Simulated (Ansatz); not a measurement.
`[SiH3][O][InH][O][SiH3]`. Charge 0, multiplicity 1. In: def2 effective core potential.

Z-matrix (Å, degrees):
```
Si
O 1 1.629
H 1 1.492 2 111.6
H 1 1.489 2 111.2 3 -120.6
H 1 1.488 2 109.1 3 119.6
In 2 1.969 1 139.7 3 31.5
O 6 1.969 2 110.2 1 7.5
H 6 1.681 2 124.9 1 -172.5
Si 7 1.629 6 139.6 2 7.3
H 9 1.489 7 111.2 6 -89.1
H 9 1.492 7 111.6 6 31.5
H 9 1.488 7 109.1 6 151.1
```

List the harmonic frequencies (cm⁻¹, unscaled) at PBE0-D4/def2-TZVP in Ansatz. (An estimate is asked.)

The calculation gave: 41, 63, 64, 78, 80, 132, 175, 398, 407, 440, 456, 719, 720, 730, 739, 945, 955, 958, 959, 966, 997, 1001, 1029, 1945, 2188, 2191, 2205, 2206, 2212, 2214.

Is this a minimum?

Yes, all 30 modes are real.

Give the ideal-gas thermochemistry at 298.15 K and 1 bar (rigid rotor, harmonic oscillator; point group C2, symmetry number 2).

Zero-point energy 168.8 kJ/mol; H(298) − E = 197.5 kJ/mol; entropy 429.6 J/(mol·K), of which translation 175.5, rotation 118.2, vibration 135.9; G(298) − E = 69.4 kJ/mol. Modes under 100 cm⁻¹ are hindered rotations or soft bends, so the harmonic entropy is rough.

And at 400, 500, 600, 800 and 1000 K?


```csv
T (K),H − E (kJ/mol),S (J/mol/K),G − E (kJ/mol)
400,213.2,474.5,23.3
500,230.7,513.5,-26.1
600,249.9,548.5,-79.2
800,292.2,609.2,-195.2
1000,338.3,660.6,-322.3
```
